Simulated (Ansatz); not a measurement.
Isolated molecules relaxed with PBE0-D4/def2-TZVP in Ansatz; ΔE leaves out vibrations. CBS: MP2 limit from def2 TZ/QZ plus the TZ coupled-cluster correction, frozen cores. This one scheme is used for every species. Elements past krypton have def2 core potentials. For Zr outer-core shells are correlated without core-valence functions, which leaves a few kJ/mol of doubt a bond. One conformer a species, not always the lowest.

`CC(C)[O][AlH][Cl]` + `C[O][Zr]([NH2])([Cl])[O]C` → `C[O][Zr]([Cl])([NH]C(C)C)[O]C` + `[OH][AlH][Cl]`  (substitution at a C–O bond)

```json
{"species": "`CC(C)[O][AlH][Cl]`", "CCSD(T)/CBS(def2) energy (Eh)": "-896.06689"}
{"species": "`C[O][Zr]([NH2])([Cl])[O]C`", "CCSD(T)/CBS(def2) energy (Eh)": "-792.96525"}
{"species": "`C[O][Zr]([Cl])([NH]C(C)C)[O]C`", "CCSD(T)/CBS(def2) energy (Eh)": "-910.74361"}
{"species": "`[OH][AlH][Cl]`", "CCSD(T)/CBS(def2) energy (Eh)": "-778.29577"}
```

(1) Work out ΔE.

Largest T1 diagnostic among the species: 0.016.

Results:

(1) ΔE = (-910.74361) + (-778.29577) − (-896.06689) − (-792.96525) = -0.00724 Eh = -4.5 kcal/mol.

In def2-TZVPP, CCSD(T) changes the Hartree–Fock value by −6.7 kcal/mol (the triples alone add −1.0 kcal/mol) and MP2 by −8.1 kcal/mol. The D4 term adds −2.5 kcal/mol with B3LYP and −1.5 kcal/mol with PBE0; it sums over pairs of atoms, weighted by their polarisabilities, and B3LYP, whose exchange is more repulsive, gets the larger term. Leaving LDA and LC-ωPBE aside and taking each functional with its dispersion term where it has one, the values, not all of them listed here, spread over 2.6 kcal/mol, from revPBE-D4 to CAM-B3LYP-D4. LDA lies −2.3 kcal/mol from PBE without D4.

B3LYP here is the variant with VWN-RPA as its local correlation; programs differ in this.
